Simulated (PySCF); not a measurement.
CH3OS, SMILES C[S]=O (connectivity only; charge and spin as stated), charge -1, multiplicity 1. Heavy atoms are numbered as in [CH3:1][S:2]=[O:3]. Hydrogens are named by the atom that carries them.

Geometry: B3LYP-D3(BJ)/def2-SVPD. The spin state was assumed, not searched. The isomer is the one that the SMILES or the coordinates give; other isomers of the formula were not compared.

All values below come from PBE/pcSseg-2 in PySCF.

GIAO shieldings, no solvent; atoms alike by connectivity are averaged. δ = σ(ref) − σ: ¹³C against TMS (σ = 181.4 ppm); ³³S against H2S (σ = 705.0 ppm); ¹⁷O against H2O (σ = 327.5 ppm); ¹H against TMS (σ = 31.47 ppm), references at their B3LYP-D3(BJ)/def2-TZVP geometries, non-relativistic.

| nucleus | atoms | count | δ (ppm) |
|---|---|---|---|
| ¹³C | C1 (CH3) | 1 | 44.3 |
| ³³S | S2 | 1 | 626.2 |
| ¹⁷O | O3 | 1 | 62.8 |
| ¹H | H on C1 | 3 | 3.05 |
